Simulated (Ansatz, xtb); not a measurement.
C5H8OSi: 11 structures ranked

11 gas-phase structures of C5H8OSi, from a drawn sample of its isomers (lower ones may exist). Each was relaxed with GFN2-xTB:

A. `CC1=C(O)[SiH2]C=C1`, a singlet
B. `CC1=CC(O)=C[SiH2]1`, a singlet
C. `C[Si@@H]1C=CC(O)=C1`, a singlet
D. `CC1=C[Si@@H](O)C=C1`, a singlet
E. `CC1=CC=C(O)[SiH2]1`, a singlet
F. `CC1=C[SiH2]C=C1O`, a singlet
G. `CC1=C(O)C=C[SiH2]1`, a singlet
H. `CC1=C[SiH2]C(O)=C1`, a singlet
I. `C[Si@@H]1C=CC=C1O`, a singlet
J. `CC1=CC=C[Si@@H]1O`, a singlet
K. `C[Si]1(O)C=CC=C1`, a singlet

Task: Make a reasoned guess at their ranking by r2SCAN-D4/def2-SVP//GFN2-xTB single-point energy.

Result: Calculated order at r2SCAN-D4/def2-SVP//GFN2-xTB: K (0.000), D (0.295), J (0.374), C (1.074), B (1.349), F (1.382), I (1.390), G (1.440), H (1.557), A (1.627), E (1.722) eV. Less than 1 kcal/mol parts B and F; F and I, so the order within those pairs means little.

Energies above the lowest of each column, in eV; the last columns are at r2SCAN-D4/def2-SVP geometries and were run for some of them only (a dash: not run or not comparable):

```
structure  GFN2-xTB  HF/STO-3G  r2SCAN-D4/def2-SVP//GFN2-xTB  r2SCAN-D4/def2-SVP  CCSD(T)/def2-SVP + ΔMP2/def2-TZVPP
        K     0.490      0.000                         0.000               0.000                               0.000
        D     0.000      0.357                         0.295               0.285                               0.316
        J     0.036      0.408                         0.374               0.349                               0.413
        C     1.399      0.389                         1.074               1.102                                   –
        B     0.988      0.714                         1.349                   –                                   –
        F     1.034      0.798                         1.382                   –                                   –
        I     1.572      0.628                         1.390                   –                                   –
        G     1.097      0.785                         1.440                   –                                   –
        H     1.050      0.753                         1.557                   –                                   –
        A     1.140      0.815                         1.627                   –                                   –
        E     1.202      0.945                         1.722                   –                                   –
```

CCSD(T)/def2-SVP + ΔMP2/def2-TZVPP puts K lowest of those it was run on; GFN2-xTB picks D. Flexible structures stand in one conformer each, not always the lowest. Frequencies (GFN2-xTB) were run for D, J, K alone. ΔMP2 is the change of the MP2 energy from the smaller to the larger basis.

Over these structures GFN2-xTB departs from r2SCAN-D4/def2-SVP//GFN2-xTB by 0.290 eV on average once a common shift is removed. A GFN2-xTB relaxation took about 0.16 s and the r2SCAN-D4/def2-SVP//GFN2-xTB energy about 3.3 s on a shared host (Ansatz 0.2.0, xtb 6.7.1).
